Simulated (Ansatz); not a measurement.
Born–Oppenheimer molecular dynamics of H10OSi3 (14 atoms, charge 0, multiplicity 1). It starts from a rough guess of a transition structure, not a stationary point.

All numbers below come from UKS PBE/STO-3G (Ansatz).

```yaml
ensemble: NVE (velocity Verlet)
time_step: 0.5 fs
steps_asked: 114
starting_velocities_drawn_for: 100 K
seed: 148722
```

First frame:

```xyz
14
Properties=species:S:1:pos:R:3
Si -0.954 -0.357 0.322
O 0.045 -2.082 -0.215
H -2.125 0.214 -0.358
H -1.718 -1.260 1.222
Si 0.314 0.909 1.783
H 0.562 -1.299 -1.090
Si 0.340 0.418 -1.798
H 0.282 -2.855 0.313
H 0.171 2.337 1.498
H -0.114 0.726 3.173
H 1.748 0.600 1.759
H 1.026 0.039 -3.051
H -0.811 1.164 -2.330
H 1.233 1.445 -1.228
```

Task: How far do the bonds stretch over the last three quarters of this one trajectory? (Pairs bonded in most of those frames.)

Result: 
| bond | mean (Å) | spread (Å) | shortest | longest |
| --- | --- | --- | --- | --- |
| Si1–H3 | 1.471 | 0.007 | 1.45 | 1.48 |
| Si1–H4 | 1.467 | 0.024 | 1.43 | 1.51 |
| Si1–Si5 | 2.250 | 0.040 | 2.20 | 2.31 |
| Si1–Si7 | 2.303 | 0.143 | 2.14 | 2.56 |
| O2–H6 | 1.046 | 0.021 | 1.00 | 1.09 |
| O2–H8 | 1.064 | 0.067 | 0.96 | 1.17 |
| Si5–H9 | 1.456 | 0.006 | 1.45 | 1.47 |
| Si5–H10 | 1.456 | 0.013 | 1.44 | 1.48 |
| Si5–H11 | 1.459 | 0.010 | 1.44 | 1.47 |
| Si7–H12 | 1.466 | 0.017 | 1.43 | 1.50 |
| Si7–H13 | 1.462 | 0.015 | 1.44 | 1.49 |
| Si7–H14 | 1.459 | 0.023 | 1.43 | 1.50 |

Mean temperature of the second half: 967 K. The conserved energy stayed within 0.64 meV per atom of its start (net change -0.32 meV per atom), so the integration is sound. The system heated up, since it started high on the potential surface and ran downhill. A run of 0.057 ps of so small a system gives no equilibrium averages. The orbitals stay closed-shell, which can raise the energy where a bond breaks towards radicals; this wasn't checked here. Limits of this set-up: minimal basis.

Run time: 17 min on 1 thread of Intel(R) Xeon(R) Processor @ 2.50GHz (Skylake/Cascade Lake), with other jobs on the host, peak memory 0.14 GiB.
